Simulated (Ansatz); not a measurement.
Job for Ansatz (a quantum-chemistry and plane-wave program): R-B3LYP/def2-TZVPPD on HF (SMILES F) with ghost functions, monomers drawn apart or pushed together. Files ending in .json are basis or fitting sets from the Basis Set Exchange.

Ansatz 0.2 input:
```yaml
crystal:
  periodic: [false, false, false]
  atoms:
    - {symbol: F, position_ang: [0.35084368, 0.50696988, -0.65679428]}
    - {symbol: H, position_ang: [0.08404084, 0.72411377, 0.21057448]}
basis:
  gaussian:
    orbitals: def2-TZVPPD.json
    ghost_atoms:
      - {symbol: O, position_ang: [-0.38521527, 0.60394965, 2.27566443]}
      - {symbol: S, position_ang: [-0.24356252, -0.62914656, 3.01800441]}
      - {symbol: O, position_ang: [-0.58431312, -0.61368658, 4.41074510]}
hamiltonian:
  xc: {name: B3LYP}
scf: {lower_state_search: off}
```

The log:

```
WARN ansatz: RAYON_NUM_THREADS=1 ignored (pool sized by the plan → 1); use --threads N
Functional definition: B3LYP
these checks for a lower state are left out or cut short: stability, starts, cluster_reference, orbital_swaps, neighbouring_geometries, increment
integrals: 0.09 GiB planned
935 factors; their error is unknown
mean field: 0.70 GiB planned
mean field evaluation 1: about -2733.0339 eV, gradient 3.4e1 eV
mean field evaluation 2: about -2730.1282 eV, gradient 5.8e1 eV
mean field evaluation 4: about -2734.6046 eV, gradient 1.9e-1 eV
mean field evaluation 8: about -2734.6114 eV, gradient 8.3e-3 eV
mean field -2734.61141951 eV, -100.4951160807 hartree, gradient 4.1e-6 eV, S^2 0.000000; 0 other end points of the search recorded, 0 dependent functions left out
reference -2734.61159089 eV, -100.4951223787 hartree; 5, 5 occupied and 183, 183 virtual orbitals, 935 factors
Total energy: -2734.61159089 eV, -100.4951223787 hartree
Checks for a lower state left out: stability, starts, cluster_reference, orbital_swaps, neighbouring_geometries, increment
```

The calculation finished and met its thresholds.

Cost: around 1.5 core-seconds (rough).
